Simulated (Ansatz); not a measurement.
Basis-set extrapolation for C7H9N (`N#CC1=CCCCC1`) (PBE0-D4/def2-TZVP geometry, frozen core, Ansatz 0.2.0). Multiplicity 1, RHF reference.

```
                      def2-TZVPP   def2-QZVPP
                 HF  -324.873441  -324.887096
    MP2 correlation    -1.326756    -1.410468
CCSD(T) correlation    -1.437189      not run
```

Energies in hartree. Use E(X) = E(∞) + A·exp(−7.88·√X) for Hartree–Fock and E(X) = E(∞) + B·X^(−2.97) for correlation, with X = 3 and 4, and add CCSD(T) minus MP2 of the smaller set to the MP2 limit.

Task: What is the CCSD(T) energy at the basis-set limit?

Result: HF limit: -324.887096 + (-0.013655) × 0.13774 = -324.88898. MP2 limit: -1.410468 + (-0.083712) × 0.74074 = -1.47248. Higher-order term: -1.437189 − (-1.326756) = -0.11043. Total: -326.47189 hartree, 4.39 eV below CCSD(T)/def2-TZVPP.
